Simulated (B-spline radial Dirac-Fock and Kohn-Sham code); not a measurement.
Relativistic shifts of the levels of Ni⁺

System: the Ni⁺ ion, configuration [Ar] 3d9.

Both columns are ΔSCF binding energies of the configuration average from a radial atomic solver: non-relativistic Hartree-Fock with a point nucleus, and Dirac-Fock with a finite nucleus and the Coulomb interaction alone, averaged over the two j levels with weights 2j+1.

```tsv
shell	Hartree-Fock (eV)	Dirac-Fock (eV)	shift (eV)	shift (%)
1s	8272.5	8362.5	+89.96	+1.09
2s	1009.8	1029.4	+19.56	+1.94
2p	872.9	877.1	+4.15	+0.48
3s	128.6	131.9	+3.21	+2.50
3p	85.93	86.75	+0.82	+0.95
3d	16.78	16.60	-0.18	-1.07
```

Relativity binds 1s, 2s, 2p, 3s, 3p more strongly, among those listed most of all 3s in relative terms, and 3d more weakly, because the contracted s and p shells screen the nucleus better.

Values without a named source are computed, but for edge energies of neutral atoms, which are taken from tables.
